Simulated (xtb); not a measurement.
xtb input (GFN2-xTB):

```bash
xtb mol.xyz --gfn 2 --sp --chrg -1 --uhf 0
```
mol.xyz:
```
14

Si    -0.13923384    -0.60276652    -0.36877180
N     -1.29949029     0.09712437     0.53807390
Si    -2.88726859     0.42890413     0.79360477
N      1.31606893     0.41792830    -0.46115153
Si     2.94540760    -0.05932187    -0.42867103
H      0.44928100    -1.90600856     0.12245615
H     -0.50746420    -0.91620923    -1.79773223
H     -3.59910100    -0.47126354     1.77711512
H     -3.80838420     0.39128176    -0.40719237
H     -3.14324424     1.80197326     1.36560176
H      1.10923393     1.38067994    -0.23387150
H      3.45373694    -0.60726517     0.86741374
H      3.23363598    -1.11635413    -1.43711488
H      3.83158302     1.10237636    -0.74139956
```

End of the output:

```
         :::::::::::::::::::::::::::::::::::::::::::::::::::::
         ::                     SUMMARY                     ::
         :::::::::::::::::::::::::::::::::::::::::::::::::::::
         :: total energy             -15.910237032254 Eh    ::
         :: gradient norm              0.044430094481 Eh/a0 ::
         :: HOMO-LUMO gap              3.840101778582 eV    ::
         ::.................................................::
         :: SCC energy               -16.073541958564 Eh    ::
         :: -> isotropic ES            0.151363361384 Eh    ::
         :: -> anisotropic ES          0.022931933987 Eh    ::
         :: -> anisotropic XC          0.001416061723 Eh    ::
         :: -> dispersion             -0.013184492814 Eh    ::
         :: repulsion energy           0.163304926309 Eh    ::
         :: add. restraining           0.000000000000 Eh    ::
         :: total charge              -1.000000000000 e     ::
         :::::::::::::::::::::::::::::::::::::::::::::::::::::

           -------------------------------------------------
          |                Property Printout                |
           -------------------------------------------------

    * Orbital Energies and Occupations

         #    Occupation            Energy/Eh            Energy/eV
      -------------------------------------------------------------
         1        2.0000           -0.5698153             -15.5055
       ...           ...                  ...                  ...
         4        2.0000           -0.3964855             -10.7889
         5        2.0000           -0.3265692              -8.8864
         6        2.0000           -0.3084930              -8.3945
         7        2.0000           -0.2935380              -7.9876
         8        2.0000           -0.2896940              -7.8830
         9        2.0000           -0.2650695              -7.2129
        10        2.0000           -0.2542937              -6.9197
        11        2.0000           -0.2462790              -6.7016
        12        2.0000           -0.2454616              -6.6794
        13        2.0000           -0.2365688              -6.4374
        14        2.0000           -0.2168484              -5.9007
        15        2.0000           -0.1741236              -4.7381
        16        2.0000           -0.1706036              -4.6424 (HOMO)
        17                         -0.0294825              -0.8023 (LUMO)
        18                         -0.0174010              -0.4735
        19                         -0.0141422              -0.3848
        20                          0.0219228               0.5966
        21                          0.0238611               0.6493
        22                          0.0273278               0.7436
        23                          0.0560237               1.5245
        24                          0.0715780               1.9477
        25                          0.0735864               2.0024
        26                          0.1049564               2.8560
        27                          0.1135718               3.0904
       ...                                ...                  ...
        44                          1.1214874              30.5172
      -------------------------------------------------------------
                  HL-Gap            0.1411211 Eh            3.8401 eV
             Fermi-level           -0.1000431 Eh           -2.7223 eV

     #   Z          covCN         q      C6AA      α(0)
     1  14 Si       3.596     0.476    98.738    19.088
     2   7 N        1.644    -0.484    33.528     8.539
     3  14 Si       3.595     0.433    99.854    19.197
     4   7 N        2.499    -0.454    31.972     8.397
     5  14 Si       3.631     0.465    98.563    19.045
     6   1 H        0.901    -0.205    11.179     5.231
     7   1 H        0.902    -0.197    10.571     5.087
     8   1 H        0.901    -0.214    11.953     5.409
     9   1 H        0.900    -0.221    12.543     5.541
    10   1 H        0.902    -0.205    11.185     5.232
    11   1 H        0.862     0.112     1.690     2.036
    12   1 H        0.908    -0.162     8.339     4.518
    13   1 H        0.910    -0.159     8.158     4.468
    14   1 H        0.908    -0.188     9.926     4.928

 Mol. C6AA /au·bohr⁶  :       4616.098363
 Mol. C8AA /au·bohr⁸  :     158252.769355
 Mol. α(0) /au        :        116.718499

Wiberg/Mayer (AO) data.
largest (>0.10) Wiberg bond orders for each atom

 ---------------------------------------------------------------------------
     #   Z sym  total        # sym  WBO       # sym  WBO       # sym  WBO
 ---------------------------------------------------------------------------
     1  14 Si   4.112 --     2 N    1.560     6 H    0.847     7 H    0.844
                             4 N    0.784
     2   7 N    3.243 --     1 Si   1.560     3 Si   1.464
     3  14 Si   4.111 --     2 N    1.464    10 H    0.857     8 H    0.852
                             9 H    0.850
     4   7 N    3.251 --     5 Si   1.286    11 H    0.982     1 Si   0.784
     5  14 Si   3.929 --     4 N    1.286    13 H    0.881    12 H    0.873
                            14 H    0.866
     6   1 H    0.958 --     1 Si   0.847
     7   1 H    0.961 --     1 Si   0.844
     8   1 H    0.953 --     3 Si   0.852
     9   1 H    0.951 --     3 Si   0.850
    10   1 H    0.958 --     3 Si   0.857
    11   1 H    0.987 --     4 N    0.982
    12   1 H    0.974 --     5 Si   0.873
    13   1 H    0.975 --     5 Si   0.881
    14   1 H    0.964 --     5 Si   0.866
 ---------------------------------------------------------------------------

Topologies differ in total number of bonds
Writing topology from bond orders to xtbtopo.mol

molecular dipole:
                 x           y           z       tot (Debye)
 q only:        1.287       0.139      -0.234
   full:        1.535       0.187      -0.386       4.050
molecular quadrupole (traceless):
                xx          xy          yy          xz          yz          zz
 q only:      -22.569       3.937      12.189       8.191      -1.554      10.381
Note: The following floating-point exceptions are signalling: IEEE_UNDERFLOW_FLAG IEEE_DENORMAL
normal termination of xtb
  q+dip:      -23.324       2.409      12.867       8.615      -1.167      10.457
   full:      -23.110       4.674      13.514       8.881      -1.605       9.596

           -------------------------------------------------
          | TOTAL ENERGY              -15.910237032254 Eh   |
          | GRADIENT NORM               0.044430094481 Eh/α |
          | HOMO-LUMO GAP               3.840101778582 eV   |
           -------------------------------------------------

------------------------------------------------------------------------
------------------------------------------------------------------------
 total:
 SCF:
```

It need not be the lowest isomer of its formula. Whether it binds its extra electron was not tested at this geometry.
